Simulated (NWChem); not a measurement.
System: AlBr2, doublet; SMILES [Br][Al][Br]

Program: NWChem. Pople sets run with spherical d functions. Spin-unrestricted. Geometry: optimised at PBE0/def2-SVP, spin-unrestricted. This spin state was assumed; another may lie lower. No stability test was run on the SCF state.

For level B3LYP/6-31G*:

```yaml
highest occupied level (eV): -6.35
lowest empty minus highest occupied level, either spin (eV): 2.56
dipole (D): 1.49
```

**Question.** What are these values for level LC-wPBE (HJS exchange hole, range parameter 0.4 per bohr)/6-31G*?

**Answer.** The highest occupied level (eV) is -9.15 and the lowest empty minus highest occupied level, either spin (eV) is 7.76. The dipole (D) is 1.70.
